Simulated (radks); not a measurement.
Charge is removed step by step from the 2s1/2 level of Eu, starting from [Xe] 4f7 6s2. Method: Dirac Kohn-Sham, PBE, spin-unpolarised, spherical densities, point nucleus; open shells fill j = l - 1/2 first; computed with a radial shooting solver on a logarithmic mesh with Libxc functionals.

removed (e)  E - E(0) (eV)  eigenvalue (eV)  E minus straight line (eV)
0                    0.000          -7930.6                       0.000
0.25                1987.5          -7969.6                     -14.753
0.5                 3984.8          -8008.9                     -19.725
0.75                5992.0          -8048.5                     -14.831
1                   8009.1          -8088.3                       0.000

Removing the whole electron costs 8009.1 eV by Delta-SCF, against 7930.6 eV from minus the eigenvalue at the starting occupation. Slater's transition state (half an electron removed) gives 8008.9 eV. Integrating minus the eigenvalue over the occupation (Janak's theorem) gives 8009.1 eV. The mean slope of the eigenvalue, de/dn, is 158 eV per electron.
